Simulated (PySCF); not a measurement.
**How methods differ on the ionisation energy of Nb²⁸⁺**

Nb²⁸⁺ [Ne] 3s2 3p1 (2P) → Nb²⁹⁺ [Ne] 3s2 (1S), as a difference of total energies. Computed with PySCF 2.14 in an even-tempered Gaussian basis (18 s from 3.4 bohr⁻², ratio 2.5; 12 p from 4.4 bohr⁻², ratio 2.5; 5 d from 19 bohr⁻², ratio 2.7; 4 f from 28 bohr⁻², ratio 2.7), with scalar relativity by spin-free X2C-1e. Correlated levels: outer shells: 1s2 frozen; virtual orbitals above 40 to 60 times the deepest correlated orbital energy dropped. The calculations carry no spin-orbit coupling.

```
            method  ionisation energy (eV)
               UHF                  1485.0
               LDA                  1486.6
              PBE0                  1486.9
            r2SCAN                  1486.9
             B3LYP                  1487.6
         BHandHLYP                  1487.0
MP2 (outer shells)                  1485.5
```

Task: Estimate what SCS-MP2 (outer shells) gives.

Result: 1485.4 eV, closest to MP2 (outer shells) among the rows shown.

Task: Estimate what PBE gives.

Result: 1487.1 eV, closest to BHandHLYP among the rows shown.

A first-order spin-orbit estimate (lowest level to lowest level, LS coupling) adds 14.549 eV.

Breit and QED terms and the two-electron picture change are absent.

For comparison: 1488 ± 7 eV (semi-empirical (NIST evaluation); NIST Atomic Spectra Database, ionization energies).
